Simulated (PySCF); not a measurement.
SiBr2, SMILES Br[Si]Br (connectivity only; charge and spin as stated), neutral, multiplicity 1.

Coordinates come from a PBE0-D3(BJ)/def2-TZVP optimisation. The isomer is the one that the SMILES or the coordinates give; other isomers of the formula were not compared.

Two levels are set side by side: TDDFT-PBE/def2-SVPD (PySCF) and TDDFT-LC-ωPBE/def2-SVPD (PySCF). Vertical, same geometry. The lowest singlet is HOMO→LUMO 98 % with PBE and HOMO→LUMO 100 % with the other functional; states are paired by order. Differences are taken from unrounded values.

```json
[
 {"quantity": "lowest singlet excitation (eV)", "TDDFT-LC-ωPBE": "3.37"},
 {"quantity": "lowest triplet excitation (TDA) (eV)", "TDDFT-LC-ωPBE": "1.91"},
 {"quantity": "first bright state (f over 0.05) (eV)", "TDDFT-LC-ωPBE": "6.49"},
 {"quantity": "its oscillator strength", "TDDFT-LC-ωPBE": "0.17"}
]
```

Q: What does TDDFT-PBE give, and how far is it from TDDFT-LC-ωPBE? (An estimate is asked for; the answer gives what the named calculation found.)

A: 
| quantity | TDDFT-PBE | TDDFT-PBE minus TDDFT-LC-ωPBE |
|---|---|---|
| lowest singlet excitation (eV) | 3.20 | -0.16 |
| lowest triplet excitation (TDA) (eV) | 2.11 | 0.20 |
| first bright state (f over 0.05) (eV) | 5.67 | -0.82 |
| its oscillator strength | 0.11 | -0.06 |

A lower first singlet is the usual sign of a functional without exact exchange. Differences between two approximate levels are no errors against the true value.

Rough cost on one machine, each run with all the roots and properties that it gave: TDDFT-LC-ωPBE against TDDFT-PBE about 5 times.
